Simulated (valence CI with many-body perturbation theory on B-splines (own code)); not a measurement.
# Level structure of Fe¹³⁺

Calculated by configuration interaction combined with many-body perturbation theory (CI+MBPT): three valence electrons over a frozen Dirac-Fock core [Ne], a basis of 11 s, 11 p, 10 d, 8 f, 5 g, 2 h functions for each j, with the one-electron correlation potential Σ1, the two-electron term Σ2, the three-electron term Σ3, Breit, model QED; selected CI, second order for the rest, scaled by the run's own slope (own B-spline code, finite nucleus).

No measured levels were compared; by estimate levels of excited configurations hold to 0.05 to 0.15 % of their energy, terms of the ground configuration to about 0.5 %.

Levels 46 to 90 of 160, with energies above the lowest level, 3s2 3p 2P°_1/2. "Leading %" is the weight of the configuration and term that name the level; weights of strongly mixed levels are sums over their largest components and can fall short. In the jj column 3d3/2^4 stands for four electrons in 3d with j = 3/2. Lifetimes count E1, E2, E3, M1 and M2 decay at the calculated energies, and are blank where another channel may lead or the interval is too uncertain; long ones can be off by a factor of two.

```csv
No.,Configuration,Term,J,E (cm⁻¹),Leading %,Leading jj,Second component,Lifetime
46,3p2 3d,4F,9/2,983820,94,3p1/2 3p3/2 3d5/2 (56 %),5 % 3p2 3d 2G,61.8 ps
47,3p2 3d,2P,3/2,983930,74,3p1/2 3p3/2 3d3/2 (49 %),18 % 3p2 3d 4D,43.6 ps
48,3p2 3d,4D,1/2,988270,74,3p1/2 3p3/2 3d3/2 (95 %),25 % 3p2 3d 2P,48.4 ps
49,3p2 3d,4D,3/2,995440,77,3p1/2 3p3/2 3d5/2 (52 %),18 % 3p2 3d 2P,47.3 ps
50,3p2 3d,4D,5/2,996010,91,3p1/2 3p3/2 3d5/2 (33 %),4 % 3p2 3d 4F,50.2 ps
51,3p2 3d,4D,7/2,1003000,90,3p3/2^2 3d5/2 (65 %),4 % 3p2 3d 4F,52.2 ps
52,3p2 3d,2P,1/2,1003500,69,3p3/2^2 3d5/2 (62 %),26 % 3p2 3d 4D,40.8 ps
53,3p2 3d,2G,7/2,1016200,87,3p1/2 3p3/2 3d3/2 (45 %),10 % 3s 3d2 2G,162 ps
54,3p2 3d,2G,9/2,1020400,84,3p3/2^2 3d5/2 (52 %),10 % 3s 3d2 2G,159 ps
55,3p2 3d,2D,5/2,1033800,48,3p1/2 3p3/2 3d5/2 (73 %),45 % 3p2 3d 4P,19.0 ps
56,3p2 3d,2D,3/2,1037700,58,3p1/2 3p3/2 3d3/2 (60 %),28 % 3p2 3d 4P,19.8 ps
57,3p2 3d,4P,1/2,1045000,95,3p1/2 3p3/2 3d3/2 (49 %),,14.6 ps
58,3p2 3d,4P,5/2,1045400,52,3p3/2^2 3d5/2 (37 %),38 % 3p2 3d 2D,18.0 ps
59,3p2 3d,4P,3/2,1045700,67,3p3/2^2 3d3/2 (62 %),22 % 3p2 3d 2D,16.4 ps
60,3p2 3d,2P,1/2,1076500,73,3p1/2 3p3/2 3d5/2 (60 %),19 % 3s 3d2 2P,25.7 ps
61,3p2 3d,2D,3/2,1078000,49,3p1/2 3p3/2 3d5/2 (43 %),30 % 3p2 3d 2P,34.8 ps
62,3p2 3d,2P,3/2,1088600,43,3p3/2^2 3d5/2 (40 %),39 % 3p2 3d 2D,29.6 ps
63,3p2 3d,2S,1/2,1090100,83,3p3/2^2 3d5/2 (28 %),9 % 3s 3d2 2S,24.5 ps
64,3p2 3d,2D,5/2,1096700,76,3p3/2^2 3d5/2 (62 %),10 % 3p2 3d 2F,34.9 ps
65,3p2 3d,2F,5/2,1100300,68,3p1/2 3p3/2 3d3/2 (30 %),13 % 3p2 3d 2D,17.0 ps
66,3p2 3d,2F,7/2,1105300,86,3p3/2^2 3d3/2 (39 %),12 % 3s 3d2 2F,15.4 ps
67,3s 3d2,4F,3/2,1124000,100,3s 3d3/2^2 (68 %),,19.6 ps
68,3s 3d2,4F,5/2,1124800,100,3s 3d3/2 3d5/2 (66 %),,19.9 ps
69,3s 3d2,4F,7/2,1126000,100,3s 3d3/2 3d5/2 (80 %),,20.4 ps
70,3s 3d2,4F,9/2,1127400,100,3s 3d5/2^2 (79 %),,21.0 ps
71,3p2 3d,2D,5/2,1152300,91,3p3/2^2 3d5/2 (46 %),,14.1 ps
72,3p2 3d,2D,3/2,1157500,95,3p3/2^2 3d3/2 (48 %),,14.1 ps
73,3s 3d2,4P,1/2,1158400,99,3s 3d3/2^2 (41 %),,16.1 ps
74,3s 3d2,4P,3/2,1158900,99,3s 3d3/2 3d5/2 (91 %),,16.3 ps
75,3s 3d2,4P,5/2,1159600,99,3s 3d3/2 3d5/2 (52 %),,16.5 ps
76,3s 3d2,2D,3/2,1199400,82,3s 3d5/2^2 (39 %),15 % 3p2 3d 2D,14.4 ps
77,3s 3d2,2D,5/2,1199500,82,3s 3d5/2^2 (42 %),15 % 3p2 3d 2D,14.4 ps
78,3s 3d2,2G,7/2,1200100,89,3s 3d3/2 3d5/2 (71 %),10 % 3p2 3d 2G,27.1 ps
79,3s 3d2,2G,9/2,1200300,88,3s 3d3/2 3d5/2 (70 %),10 % 3p2 3d 2G,26.6 ps
80,3s 3d2,2F,5/2,1244100,73,3s 3d3/2 3d5/2 (44 %),25 % 3p2 3d 2F,12.9 ps
81,3s 3d2,2F,7/2,1245400,74,3s 3d5/2^2 (46 %),24 % 3p2 3d 2F,13.4 ps
82,3s 3d2,2S,1/2,1274400,44,3s 3d3/2^2 (46 %),36 % 3s 3d2 2P,10.8 ps
83,3s 3d2,2S,1/2,1276800,44,3s 3d5/2^2 (55 %),36 % 3s 3d2 2P,11.3 ps
84,3s 3d2,2P,3/2,1277300,71,3s 3d3/2 3d5/2 (41 %),24 % 3p2 3d 2P,10.5 ps
85,3p 3d2,4G°,5/2,1363200,96,3p1/2 3d3/2^2 (64 %),,78.6 ps
86,3p 3d2,4G°,7/2,1368100,97,3p1/2 3d3/2 3d5/2 (66 %),,77.6 ps
87,3p 3d2,4G°,9/2,1374400,98,3p3/2 3d3/2 3d5/2 (59 %),,76.0 ps
88,3p 3d2,4G°,11/2,1382700,100,3p3/2 3d5/2^2 (79 %),,75.0 ps
89,3p 3d2,2F°,5/2,1393400,70,3p1/2 3d3/2 3d5/2 (36 %),16 % 3p 3d2 2D°,45.5 ps
90,3p 3d2,2D°,3/2,1401900,86,3p1/2 3d3/2 3d5/2 (56 %),7 % 3p 3d2 4D°,33.6 ps
```

Names give the largest LS component (configuration and term), which can be under half, so a name can repeat, a term be missing and a line seem to break the LS rules; names also repeat where a configuration has a term twice.

Where two levels of one J and parity lie close, their mixing, g and order are uncertain.
